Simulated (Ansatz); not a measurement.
A short molecular-dynamics run on ZnMeI (CH₃IZn).

```yaml
crystal:
  periodic: [false, false, false]
  atoms:
    - {symbol: Zn, position_ang: [-0.004490, 0.003133, -1.072600]}
    - {symbol: C, position_ang: [0.003425, -0.002293, 0.862250]}
    - {symbol: H, position_ang: [-0.445101, 0.916560, 1.243970]}
    - {symbol: H, position_ang: [1.026780, -0.073575, 1.234897]}
    - {symbol: H, position_ang: [-0.566635, -0.853215, 1.239291]}
    - {symbol: I, position_ang: [-0.013990, 0.009391, -3.507818]}
basis:
  gaussian: {orbitals: def2-SVP}
hamiltonian: {xc: {name: PBE}}
md: {timestep: 0.5 fs, n_steps: 15, ensemble: nvt_nose_hoover, temperature: 1500, initial_velocities: maxwell_boltzmann, seed: 506}
scf: {omitted_lower_state_checks: [starts]}
```

```sh
$ ansatz run in.yaml --threads 4 --pin off --events-out ev --progress --plain --max-ram 3916MiB
```

```
step  time (fs)  potential energy (eV)  kinetic (eV)  T (K)  conserved (eV)
   0        0.0            -57590.9306        0.7756   1500     -57590.1550
   1        0.5            -57590.9184        0.7644   1478     -57590.1540
   2        1.0            -57590.8535        0.7013   1356     -57590.1522
   3        1.5            -57590.7605        0.6099   1180     -57590.1506
   4        2.0            -57590.6637        0.5143    995     -57590.1494
   5        2.5            -57590.5811        0.4322    836     -57590.1488
   6        3.0            -57590.5220        0.3733    722     -57590.1487
   7        3.5            -57590.4893        0.3406    659     -57590.1487
   8        4.0            -57590.4822        0.3334    645     -57590.1489
   9        4.5            -57590.4975        0.3484    674     -57590.1493
  10        5.0            -57590.5297        0.3800    735     -57590.1499
  11        5.5            -57590.5693        0.4189    810     -57590.1508
  12        6.0            -57590.6028        0.4512    873     -57590.1520
  13        6.5            -57590.6132        0.4606    891     -57590.1531
  14        7.0            -57590.5859        0.4330    837     -57590.1535
  15        7.5            -57590.5181        0.3663    708     -57590.1525
```

Velocities are drawn at the set temperature; a run this short doesn't reach equilibrium.

In the def2 sets I takes a core potential; there is no spin–orbit coupling.

Frames (Å, forces in eV/Å):

```xyz
6
time=0.0 fs
Zn   -0.004    0.003   -1.073    0.001    0.000    0.149
C     0.003   -0.002    0.862   -0.002    0.001   -0.530
H    -0.445    0.917    1.244   -0.234    0.479    0.206
H     1.027   -0.074    1.235    0.533   -0.037    0.201
H    -0.567   -0.853    1.239   -0.297   -0.444    0.204
I    -0.014    0.009   -3.508   -0.001    0.001   -0.230
6
time=0.5 fs
Zn   -0.005    0.002   -1.075   -0.040    0.028    0.234
C     0.004    0.001    0.866   -1.153    0.535   -0.316
H    -0.462    0.950    1.261    0.302   -0.557   -0.167
H     1.024   -0.085    1.205    0.974    0.009    0.440
H    -0.565   -0.871    1.237   -0.085   -0.013    0.074
I    -0.014    0.010   -3.507    0.002   -0.003   -0.265
6
time=1.0 fs
Zn   -0.005    0.001   -1.077   -0.081    0.056    0.316
C     0.005    0.005    0.869   -2.085    0.859   -0.149
H    -0.479    0.981    1.278    0.732   -1.360   -0.453
H     1.023   -0.097    1.177    1.318    0.052    0.624
H    -0.564   -0.889    1.235    0.111    0.400   -0.038
I    -0.014    0.010   -3.506    0.005   -0.006   -0.299
6
time=1.5 fs
Zn   -0.005    0.000   -1.079   -0.122    0.084    0.396
C     0.006    0.008    0.873   -2.717    1.008   -0.018
H    -0.493    1.010    1.293    1.058   -1.945   -0.659
H     1.026   -0.109    1.149    1.499    0.098    0.740
H    -0.563   -0.906    1.232    0.274    0.765   -0.126
I    -0.014    0.010   -3.505    0.009   -0.010   -0.334
6
time=2.0 fs
Zn   -0.005   -0.001   -1.081   -0.162    0.111    0.476
C     0.005    0.012    0.876   -3.015    1.025    0.088
H    -0.506    1.034    1.307    1.294   -2.349   -0.799
H     1.032   -0.120    1.124    1.474    0.159    0.788
H    -0.560   -0.921    1.230    0.397    1.067   -0.185
I    -0.014    0.010   -3.505    0.013   -0.013   -0.368
6
time=2.5 fs
Zn   -0.005   -0.002   -1.082   -0.199    0.137    0.555
C     0.005    0.016    0.880   -2.995    0.950    0.167
H    -0.515    1.052    1.319    1.455   -2.608   -0.887
H     1.042   -0.131    1.101    1.245    0.240    0.785
H    -0.557   -0.933    1.227    0.478    1.298   -0.217
I    -0.014    0.010   -3.504    0.016   -0.017   -0.402
6
time=3.0 fs
Zn   -0.005   -0.003   -1.084   -0.233    0.162    0.634
C     0.003    0.021    0.883   -2.714    0.812    0.208
H    -0.520    1.064    1.329    1.554   -2.751   -0.935
H     1.055   -0.142    1.079    0.855    0.342    0.752
H    -0.553   -0.943    1.223    0.518    1.455   -0.223
I    -0.014    0.011   -3.503    0.020   -0.020   -0.436
6
time=3.5 fs
Zn   -0.005   -0.005   -1.086   -0.264    0.186    0.712
C     0.001    0.025    0.887   -2.249    0.635    0.199
H    -0.522    1.069    1.336    1.599   -2.793   -0.947
H     1.070   -0.152    1.059    0.372    0.459    0.711
H    -0.548   -0.949    1.219    0.518    1.537   -0.205
I    -0.014    0.011   -3.502    0.024   -0.024   -0.470
6
time=4.0 fs
Zn   -0.005   -0.006   -1.088   -0.290    0.210    0.791
C    -0.001    0.030    0.890   -1.676    0.432    0.127
H    -0.520    1.068    1.342    1.591   -2.738   -0.923
H     1.085   -0.160    1.041   -0.135    0.579    0.675
H    -0.541   -0.951    1.214    0.481    1.544   -0.166
I    -0.014    0.011   -3.501    0.028   -0.027   -0.504
6
time=4.5 fs
Zn   -0.005   -0.007   -1.090   -0.312    0.232    0.869
C    -0.004    0.034    0.894   -1.048    0.207   -0.018
H    -0.514    1.060    1.345    1.528   -2.577   -0.860
H     1.101   -0.167    1.025   -0.608    0.694    0.652
H    -0.533   -0.950    1.209    0.408    1.475   -0.107
I    -0.013    0.011   -3.501    0.031   -0.031   -0.537
6
time=5.0 fs
Zn   -0.005   -0.008   -1.092   -0.331    0.254    0.947
C    -0.007    0.039    0.897   -0.392   -0.053   -0.245
H    -0.505    1.046    1.346    1.400   -2.289   -0.746
H     1.115   -0.173    1.010   -1.012    0.793    0.643
H    -0.524   -0.945    1.204    0.302    1.329   -0.031
I    -0.013    0.012   -3.500    0.035   -0.034   -0.569
6
time=5.5 fs
Zn   -0.005   -0.009   -1.094   -0.348    0.276    1.023
C    -0.010    0.044    0.901    0.285   -0.373   -0.565
H    -0.492    1.027    1.345    1.192   -1.841   -0.564
H     1.126   -0.176    0.996   -1.330    0.871    0.645
H    -0.515   -0.937    1.199    0.163    1.105    0.062
I    -0.013    0.012   -3.499    0.038   -0.037   -0.601
6
time=6.0 fs
Zn   -0.005   -0.010   -1.095   -0.363    0.298    1.098
C    -0.012    0.048    0.904    0.993   -0.790   -0.995
H    -0.476    1.003    1.343    0.889   -1.197   -0.295
H     1.134   -0.178    0.985   -1.554    0.927    0.654
H    -0.505   -0.926    1.193   -0.005    0.804    0.169
I    -0.013    0.012   -3.499    0.041   -0.041   -0.631
6
time=6.5 fs
Zn   -0.005   -0.011   -1.097   -0.378    0.320    1.169
C    -0.015    0.053    0.908    1.739   -1.340   -1.547
H    -0.459    0.976    1.341    0.480   -0.327    0.082
H     1.139   -0.177    0.974   -1.686    0.957    0.668
H    -0.495   -0.913    1.189   -0.198    0.434    0.288
I    -0.013    0.012   -3.498    0.043   -0.044   -0.661
6
time=7.0 fs
Zn   -0.005   -0.012   -1.099   -0.392    0.343    1.237
C    -0.018    0.057    0.911    2.506   -2.033   -2.217
H    -0.440    0.949    1.338   -0.028    0.763    0.572
H     1.140   -0.174    0.966   -1.724    0.961    0.684
H    -0.485   -0.899    1.185   -0.407    0.013    0.413
I    -0.013    0.012   -3.497    0.046   -0.047   -0.689
6
time=7.5 fs
Zn   -0.006   -0.013   -1.100   -0.407    0.366    1.302
C    -0.019    0.061    0.913    3.236   -2.811   -2.967
H    -0.421    0.923    1.337   -0.591    1.987    1.143
H     1.136   -0.169    0.959   -1.669    0.937    0.700
H    -0.477   -0.885    1.181   -0.617   -0.429    0.539
I    -0.013    0.013   -3.496    0.048   -0.050   -0.717
```

It took 7 s on 4 threads of INTEL XEON PLATINUM 8581C on a shared host.
